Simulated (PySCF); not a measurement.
# Excited states of Sn²⁺ (tin, charge +2)

Ground state [Kr] 4d10 5s2, ¹S. Computed with PySCF 2.14 in aug-cc-pVQZ-PP with ECP28MDF, with scalar relativity through the core potential. Vertical excitation energies in eV without spin-orbit coupling; excited terms of each kind are numbered among those the solver found. Frozen: 4s2 4p6.

```
 term  leading excitation  EOM-EE-CCSD
1 3P°              5s → p        6.797
1 1P°              5s → p        9.938
 1 3S              5s → s       16.953
 1 3D              5s → d       17.169
 1 1S              5s → s       17.455
 1 1D              5s → d       19.227
2 3P°              5s → p       19.556
2 1P°              5s → p       19.808
1 3F°              5s → f       22.106
1 1F°              5s → f       22.152
 2 3S              5s → s       22.784
 2 3D              5s → d       22.965
 2 1S              5s → s       22.968
 2 1D              5s → d       23.262
```

Doubly excited terms such as np² are absent. The solver can miss terms. Rydberg members are limited by the diffuse functions of the basis.
